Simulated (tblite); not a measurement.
C5H6NS (doublet state).
Bonds: C1–C2, C2–C3 (aromatic), C3–N4 (aromatic), N4–C5 (aromatic), C5–C6, C5–S7 (aromatic), C2–S7 (aromatic). Hydrogens: H8, H9 on C1; H10 on C3; H11, H12, H13 on C6.

A start from a force field or distance geometry was refined with GFN2-xTB geometry optimisation, gas phase (tblite). Values at the start:

```json
{"coordinate": "C1–C2", "start": "1.397 Å"}
{"coordinate": "C1–H8", "start": "1.088 Å"}
{"coordinate": "C1–H9", "start": "1.088 Å"}
{"coordinate": "C2–C3", "start": "1.402 Å"}
{"coordinate": "C2–S7", "start": "1.720 Å"}
{"coordinate": "C3–N4", "start": "1.371 Å"}
{"coordinate": "C3–H10", "start": "1.089 Å"}
{"coordinate": "N4–C5", "start": "1.299 Å"}
{"coordinate": "C5–C6", "start": "1.486 Å"}
{"coordinate": "C5–S7", "start": "1.724 Å"}
{"coordinate": "C6–H11", "start": "1.094 Å"}
{"coordinate": "C1–C2–C3", "start": "130.1°"}
{"coordinate": "C1–C2–S7", "start": "121.8°"}
{"coordinate": "C2–S7–C5", "start": "90.0°"}
{"coordinate": "C3–C2–S7", "start": "108.1°"}
{"coordinate": "C3–N4–C5", "start": "110.3°"}
{"coordinate": "N4–C5–C6", "start": "125.0°"}
{"coordinate": "N4–C5–S7", "start": "115.6°"}
{"coordinate": "C6–C5–S7", "start": "119.4°"}
```

Task: How do these coordinates change at the GFN2-xTB level?

Result: 
| coordinate | GFN2-xTB (Å or °) | change |
| --- | --- | --- |
| C3–N4 | 1.325 | -0.046 |
| C2–S7 | 1.765 | +0.045 |
| C1–C2 | 1.357 | -0.040 |
| C5–S7 | 1.760 | +0.036 |
| C2–C3 | 1.418 | +0.016 |
| C3–H10 | 1.074 | -0.015 |
| C1–H8 | 1.074 | -0.014 |
| C1–H9 | 1.075 | -0.013 |
| C5–C6 | 1.478 | -0.008 |
| C6–H11 | 1.090 | -0.004 |
| N4–C5 | 1.297 | -0.002 |
| C3–N4–C5 | 113.5 | +3.2 |
| C1–C2–S7 | 123.9 | +2.1 |
| C6–C5–S7 | 121.3 | +1.9 |
| N4–C5–S7 | 114.1 | -1.5 |
| C1–C2–C3 | 128.7 | -1.4 |
| C2–S7–C5 | 88.9 | -1.1 |
| C3–C2–S7 | 107.4 | -0.7 |
| N4–C5–C6 | 124.6 | -0.4 |

The energy falls by 0.138 eV over 24 L-BFGS steps, the largest force on an atom goes from 1.90 to 0.009 eV/Å, and the atoms move by 0.056 Å rms after alignment. Among the bonds, C3–N4 and C2–S7 change most and about equally (-0.046 to +0.045 Å). Bonds longer at the end by more than 0.005 Å: 4 of 13; shorter: 7. Rotational constants go from 5111, 1927, 1412 to 5043, 1920, 1403 MHz.

On Arm Neoverse V1, one thread, on a shared host, this took 0.14 s of wall time.

Its GFN2-xTB frequencies are all real (lowest 74 cm⁻¹). 2 starts were optimised and ended at 0.00 and 0.03 kcal/mol (GFN2-xTB); the lowest of these is shown.

All values are computed, not measured.
